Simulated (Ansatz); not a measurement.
Species: BCl₂, SMILES `Cl[B]Cl` (charge 0, multiplicity 2).

Problem. Give a relaxed geometry from PBE0-D3(BJ)/def2-TZVP (Ansatz, a first-principles code).

Solution. the end point of this relaxation (outside a Z-matrix the atoms follow the SMILES, hydrogens last).
Bond lengths (Å): Cl1–B2 1.720, B2–Cl3 1.720. Angles (°): Cl1–B2–Cl3 125.4.
